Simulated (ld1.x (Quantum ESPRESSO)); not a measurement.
Varying the RRKJ potential for aluminium

Base potential:

ld1.x (Quantum ESPRESSO) 7.5 input, shortened:

```
&input
   title='Al', zed=13., rel=1, dft='BLYP', iswitch=3,
   config='[Ne] 3s2 3p1'
 /
 &inputp
   pseudotype=2, tm=.false., rho0=0.001, lloc=1,
   nlcc=.true., rcore=0.70
 /
2
2S  1  0   2.00   0.00  0.70  0.70  0.0
2P  2  1   6.00   0.00  0.70  0.70  0.0
 &test
   configts(1)='2s2 2p6 3s2 3p1'
 /
```

Occupied shells without a wave of their own: 3p, 3s. They enter only through the test configuration that unscreens the potential, and ld1.x also counts them in the model core charge.

Cutoffs, loose and tight: the cutoffs (Ry, on a coarse ladder) from which the occupation-weighted sum of valence levels, in a spherical-Bessel basis at the reference potential, stays within 10 and 1 mRy of its value at 400 Ry. They do not see the model core or the augmentation charge, which bear on the density cutoff. Test errors are all-electron minus pseudo excitation energies from the reference, over the configurations 2s2 2p6 3s2 3p0; 2s2 2p6 3s1 3p0; 2s2 2p6 3s0 3p0; 2s2 2p6 3s2 3p1.3; 2s2 2p5 3s2 3p1; 2s2 2p6 3s2 3p0.5; 2s2 2p6 3s1 3p1. A dash means not determined; rows that change the core or the reference have their own tests.

With those shells counted twice in exchange and correlation these files are broken, and their errors move erratically; no question is asked of them.

| change | outcome | cutoff, loose | cutoff, tight | bound ghosts | largest test error (meV) |
| --- | --- | --- | --- | --- | --- |
| base | generated | over 300 Ry | over 300 Ry | none | -1229 |
| all radii but the core radius scaled by about 0.80 (s 0.56, p 0.56 bohr) | generated | over 300 Ry | over 300 Ry | none | -1472 |
| all radii but the core radius scaled by about 0.91 (s 0.64, p 0.64 bohr) | generated | over 300 Ry | over 300 Ry | none | -1346 |
| all radii but the core radius scaled by about 1.09 (s 0.76, p 0.76 bohr) | generated | 300 Ry | over 300 Ry | none | -973 |
| all radii but the core radius scaled by about 1.23 (s 0.86, p 0.86 bohr) | generated, misses its reference levels by 0.21 eV | 230 Ry | over 300 Ry | none | -391 |
| all radii but the core radius scaled by about 1.40 (s 0.98, p 0.98 bohr) | generated, misses its reference levels by 0.43 eV | 200 Ry | over 300 Ry | none | +657 |

Reading the sweep of the scale of all radii but the core radius (base = 1) (base included, trends over the rows without a ghost): The median size of the test errors (rows with all tests solved) is not monotonic: lowest 29.6 meV at 1.23, highest 254.7 meV at 1.4.
